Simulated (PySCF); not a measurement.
**Exercise with solution: chemical shift, span and skew from a shielding tensor**

ZnHF, SMILES [F][ZnH]. Atoms are numbered in the order given.

```xyz
3

Zn     0.0000     0.0000    -0.3560
H      0.0000     0.0000    -1.8629
F      0.0000     0.0000     1.3936
```

The structure is a stationary point at PBE0-D3(BJ)/def2-TZVP.

GIAO shieldings from B3LYP/pcSseg-2 run with PySCF, non-relativistic, no solvent. The symmetric part of the tensor of F3 has the principal values 308.5, 308.5, 489.8 ppm. The same nucleus in CFCl3 has σ = 159.6 ppm at this level (PySCF, at its B3LYP-D3(BJ)/def2-TZVP geometry).

### Question
Work out the isotropic shielding, the ¹⁹F shift against CFCl3, the span and the skew.

### Answer

σ(iso) = (σ11 + σ22 + σ33)/3 = 368.9 ppm. δ = σ(ref) − σ(iso) = 159.6 − (368.9) = -209.3 ppm.
Span Ω = σ33 − σ11 = 181.3 ppm. Skew κ = 3(σ(iso) − σ22)/Ω = 1.00, an axial tensor. Tumbling in solution averages the tensor to δ; in a static solid the shielding alone would spread this spin-1/2 line over Ω.
